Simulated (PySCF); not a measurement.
# S⁺ (sulfur, charge +1) across methods

[Ne] 3s2 3p3, high-spin 4S determinant. All numbers are calculated (PySCF 2.14, the non-relativistic Hamiltonian (point nucleus), in dyall-acv3z (19s12p6d4f, 113 functions)).

```json
{"method": "TPSS", "E (hartree)": "-397.7633", "mean ε 3s α (eV)": "-29.199", "mean ε 3s β (eV)": "-25.207", "mean ε 3p α (eV)": "-18.118", "Σ⟨r²⟩ (bohr²)": "20.57", "⟨S²⟩": "3.751"}
{"method": "PBE0", "E (hartree)": "-397.6037", "mean ε 3s α (eV)": "-31.331", "mean ε 3s β (eV)": "-26.609", "mean ε 3p α (eV)": "-19.492", "Σ⟨r²⟩ (bohr²)": "20.59", "⟨S²⟩": "3.750"}
{"method": "LDA", "E (hartree)": "-396.3561", "mean ε 3s α (eV)": "-28.587", "mean ε 3s β (eV)": "-25.520", "mean ε 3p α (eV)": "-17.894", "Σ⟨r²⟩ (bohr²)": "20.68", "⟨S²⟩": "3.750"}
{"method": "r2SCANh", "E (hartree)": "-397.7155", "mean ε 3s α (eV)": "-30.742", "mean ε 3s β (eV)": "-25.772", "mean ε 3p α (eV)": "-19.031", "Σ⟨r²⟩ (bohr²)": "20.56", "⟨S²⟩": "3.750"}
{"method": "r2SCAN", "E (hartree)": "-397.7158", "mean ε 3s α (eV)": "-29.845", "mean ε 3s β (eV)": "-25.256", "mean ε 3p α (eV)": "-18.475", "Σ⟨r²⟩ (bohr²)": "20.56", "⟨S²⟩": "3.750"}
{"method": "UHF", "E (hartree)": "-397.17352", "mean ε 3s α (eV)": "-38.436", "mean ε 3s β (eV)": "-29.055", "mean ε 3p α (eV)": "-23.468", "Σ⟨r²⟩ (bohr²)": "20.74", "⟨S²⟩": "3.751"}
{"method": "PBE", "E (hartree)": "-397.5689", "mean ε 3s α (eV)": "-28.698", "mean ε 3s β (eV)": "-25.262", "mean ε 3p α (eV)": "-17.922", "Σ⟨r²⟩ (bohr²)": "20.64", "⟨S²⟩": "3.750"}
{"method": "PBEsol", "E (hartree)": "-396.9331", "mean ε 3s α (eV)": "-28.610", "mean ε 3s β (eV)": "-25.200", "mean ε 3p α (eV)": "-17.865", "Σ⟨r²⟩ (bohr²)": "20.65", "⟨S²⟩": "3.750"}
```
